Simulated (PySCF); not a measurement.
H₃O₃Sn, SMILES [OH][Sn]([OH])[OH], multiplicity 2. Atoms are numbered in the order given.

```xyz
7

Sn     0.0000     0.0000     0.2870
O     -0.5211     1.7585    -0.5076
H      0.2603     2.2858    -0.7220
O      1.7835    -0.4279    -0.5076
H      1.8494    -1.3683    -0.7220
O     -1.2623    -1.3305    -0.5076
H     -2.1097    -0.9175    -0.7220
```
Charge 0, spin multiplicity 2.

Geometry: PBE0-D3(BJ)/def2-SVP. The spin state was assumed, not searched. The isomer is the one that the SMILES or the coordinates give; other isomers of the formula were not compared. The def2 effective core potentials stand for the cores of Sn; spin–orbit coupling is left out. One conformer was computed; it need not be the lowest.

Computed with PySCF with PBE0/def2-TZVP.

ESP charges are fitted to the potential on shells at 1.4 to 2.0 van der Waals radii. Atomic charges (e):

| atom | Mulliken | ESP fit | Löwdin | Mulliken spin |
|---|---|---|---|---|
| Sn1 | 1.02 | 0.70 | 0.56 | 0.58 |
| O2 | -0.66 | -0.67 | -0.34 | 0.13 |
| H3 | 0.32 | 0.43 | 0.16 | 0.00 |
| O4 | -0.66 | -0.67 | -0.34 | 0.13 |
| H5 | 0.32 | 0.44 | 0.16 | 0.00 |
| O6 | -0.66 | -0.67 | -0.34 | 0.13 |
| H7 | 0.32 | 0.44 | 0.16 | 0.00 |
